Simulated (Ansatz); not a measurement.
Molecule: C₄H₃OSe, charge -1, multiplicity 1. It need not be the lowest isomer of its formula. Whether it binds its extra electron was not tested at this geometry. 
Structure (B3LYP-D3(BJ)/def2-TZVP (Ansatz, a quantum-chemistry and plane-wave program) minimum search):
```xyz
9

O      2.1726     0.5460    -0.7919
C      0.8503     0.7406    -0.4418
C      0.0568     1.7856    -0.5500
C     -1.2777     1.4843    -0.1067
C     -1.5773     0.2387     0.3660
Se    -0.1064    -0.9371     0.3029
H      2.5206    -0.1400    -0.2118
H     -2.0670     2.2358    -0.1160
H     -2.5282    -0.0977     0.7587
```
Charge -1, spin multiplicity 1.

Basis-set convergence of Hartree-Fock and CCSD correlation energies (hartree) with Ansatz. Cores are frozen in the correlated levels unless marked. No spin-orbit coupling. Frozen are the shells of the preceding noble gas and the d and f shells that filled before the atom's block. Non-relativistic. This anion needs diffuse functions, which these sets lack.

The Hartree-Fock reference is unstable (checked in the largest basis), which strains HF and MP2. 

```
basis    functions        E(HF)  E(corr, CCSD)
-------  ---------  -----------  -------------
cc-pVDZ        112  -2627.79024       -0.86647
cc-pVTZ        235  -2627.93661       -1.05778
cc-pVQZ        433          [?]            [?]
```

Question: Fill in the missing entries.

Answer: 
- cc-pVQZ, E(HF): -2627.95893
- cc-pVQZ, E(corr, CCSD): -1.12073
